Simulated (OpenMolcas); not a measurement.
**Mn4+: effect of the basis set**

| Item | Value |
| --- | --- |
| Program | OpenMolcas 26.06 |
| Method | SS-RASPT2, IPEA 0.25 Eh, imaginary shift 0.1 Eh (closed shells correlated: 3s) |
| Active space | 9 electrons in 8 orbitals (RAS1 3p, at most 2 holes; RAS2 3d) |
| State averaging | 2S+1 = 4 even, 10 roots; 2S+1 = 2 even, 40 roots |
| Spin-orbit coupling | state interaction with AMFI integrals over the reference wave functions, term energies averaged over their components |

A. ANO-RCC-VTZP [6s5p3d2f1g], DKH2, point nucleus; CASPT2 step of the order of 40 core-seconds
B. ANO-R2 [7s4p4d2f1g], X2C, finite nucleus; CASPT2 step of the order of 22 core-seconds
C. ANO-RCC-VQZP [7s6p4d3f2g1h], DKH2, point nucleus; CASPT2 step roughly 60 core-seconds

Energies in cm⁻¹ above 3d³ ⁴F_3/2, the measured ground level; measured values from Corliss and Sugar, J. Phys. Chem. Ref. Data 6, 1253 (1977).

| Level | A | B | C | Measured |
| --- | --- | --- | --- | --- |
| 3d³ ⁴F_3/2 | 0.0 | 0.0 | 0.0 | 0.0 |
| 3d³ ⁴F_5/2 | 387 | 379 | 374 | 359 |
| 3d³ ⁴F_7/2 | 911 | 892 | 881 | 835 |
| 3d³ ⁴F_9/2 | 1555 | 1525 | 1506 | 1412 |
| 3d³ ⁴P_1/2 | 17080 | 17090 | 17210 | 16434 |
| 3d³ ⁴P_3/2 | 17230 | 17230 | 17350 | 16595 |
| 3d³ ⁴P_5/2 | 17700 | 17700 | 17810 | 17049 |
| 3d³ ²G_7/2 | 18270 | 18340 | 18240 | 17892 |
| 3d³ ²G_9/2 | 18810 | 18870 | 18760 | 18399 |
| 3d³ ²P_3/2 [72 %] | 23470 | 23550 | 23530 | 22919 |
| 3d³ ²P_1/2 | 23490 | 23560 | 23550 | 23082 |
| 3d³ ²H_9/2 | 25350 | 25440 | 25250 | 24975 |
| 3d³ ²D_3/2(1) [74 %] | 25440 | 25490 | 25450 | 24670 |
| 3d³ ²D_5/2(1) | 25640 | 25700 | 25650 | 24630 |
| 3d³ ²H_11/2 | 25750 | 25840 | 25640 | 25334 |
| 3d³ ²F_7/2 | 41380 | 41510 | 41370 | 40423 |
| 3d³ ²F_5/2 | 41610 | 41740 | 41590 | 40707 |
| 3d³ ²D_5/2(2) | 64160 | 64310 | 64120 | 62608 |
| 3d³ ²D_3/2(2) | 64480 | 64630 | 64430 | 62854 |

Deviations, from unrounded energies. A percentage is the sum of absolute deviations over the sum of measured energies, with the sign that they share, or ± where signs differ.

| Against measurement | Levels | A | B | C |
| --- | --- | --- | --- | --- |
| mean absolute deviation (cm-1) | 18 | 640 | 700 | 640 |
| fine structure of the ground term (%) | 3 | +9.5 | +7.3 | +5.9 |
| other terms of the ground configuration (%) | 15 | +2.6 | +2.8 | +2.6 |

A, C lie about equally close to measurement and B furthest from it. The largest miss of A in the table is 3d³ ²D_3/2(2), by +1600 cm-1. The ranking rests on the paired levels alone, and a cruder setting can come out closer through cancelling errors.

The two smallest mean deviations differ by little beside CASPT2's spread within terms, so their order carries little weight.

Among A to C the level of the table that moves most is 3d³ ²H_11/2, by 190 cm-1 (lowest in C, highest in B). Moves below CASPT2's spread within the term are not significant.

CASPT2 does not keep the components of a term degenerate, so their means are used; among the terms shown or strongly mixed into the levels shown the widest spread is 360 cm-1 (3d³ ⁴F, B). Active for correlation alone: 3p; no level in the range computed is led by a configuration that opens it, so any true level of that kind is missing. The CASPT2 spread within a term exceeds the gap to the next term for 3d³ ²D(1) and 3d³ ²H, so the order of their levels is uncertain (holds for C). Computed and measured levels are paired by configuration, term and J; levels that our copy of the source lacks, or whose pairing is in doubt (as where it misses far off the trend of its configuration), stay unpaired and out of the deviations. Levels of configurations outside the active space are missing.

A share in square brackets marks a mixed level and gives the weight of the term that names it, the lowest over the columns. A number in round brackets counts repeated terms of one configuration in the order of the reference energies.
